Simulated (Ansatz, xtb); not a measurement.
## GaHNOP: which of two isomers lies lower

Structure X is `O=P[NH][Ga]`, a singlet and structure Y is `OP=[N][Ga]`, a singlet. Both are isolated molecules in the gas phase, relaxed with PBE0-D3(BJ)/def2-SVP; the shapes shown needn't be the lowest conformers.

X (Å):

```xyz
5

Ga   -0.1194   -2.6595   -0.0690
N     0.2758   -0.7939   -0.4302
O     0.0782    1.7967   -0.5282
P    -0.6257    0.5681   -0.0503
H     1.1489   -0.5627   -0.9210
```

Y (Å):

```csv
atom,x (Å),y (Å),z (Å)
Ga,-3.5095,0.8932,-0.5437
N,-2.2375,0.3867,0.7372
O,-0.7286,-1.0063,2.3260
P,-1.1255,0.5010,1.8035
H,-1.2612,-1.6794,1.8706
```

Energies in hartree; the thermal terms are from PBE0-D3(BJ)/def2-SVP harmonic frequencies (ideal gas, rigid rotor, one conformer each, 298.15 K, 1 atm) and include the zero-point energy:

```
                                X            Y
E, CCSD(T)/def2-TZVP  −2394.823539  −2394.811228
   zero-point energy      0.019025      0.019081
        H(298 K) − E      0.025137      0.025395
        G(298 K) − E     −0.011142     −0.011678
```

**Question.** Work out ΔE, ΔE₀, ΔH and ΔG for X → Y in kJ/mol (1 Eh = 2625.50 kJ/mol) and the equilibrium ratio [Y]/[X].

**Answer.** 1. ΔE = −2394.811228 − (−2394.823539) = +0.012311 Eh = +32.32 kJ/mol.
2. ΔE₀ = ΔE + ΔZPE = +0.012311 + (+0.000056) Eh = +32.47 kJ/mol.
3. ΔH = ΔE + (+0.000258) Eh = +33.00 kJ/mol.
4. ΔG = ΔE + (−0.000536) Eh = +30.92 kJ/mol, so ΔS = (ΔH − ΔG)/T = +7.0 J/(mol K).
5. kT = 0.9442 mEh, so K = [Y]/[X] = exp(−ΔG/kT) = exp(−12.47) ≈ 3.8 × 10^−6.

Structure X is favoured at this temperature. An error of 4 kJ/mol in ΔG would change K by a factor of 5. HF/STO-3G gave ΔE the other sign. Mirror images and further conformers aren't counted.

As drawn, Y has 1 O–P, 1 N=P, 1 O–H in place of 1 O=P, 1 N–P, 1 N–H.

Other levels gave ΔE = +65.6 (GFN2-xTB); −68.7 (HF/STO-3G, GFN2-xTB geometries); +13.8 (r2SCAN-D4/def2-SVP, GFN2-xTB geometries); +23.6 (PBE0-D3(BJ)/def2-SVP); +28.8 (HF/def2-TZVP); +31.8 (MP2/def2-TZVP) kJ/mol. The correlated steps freeze 16 core orbitals; the filled d shell of Ga is correlated, in a basis made for valence electrons. Programs: Ansatz 0.2.0, xtb 6.7.1.
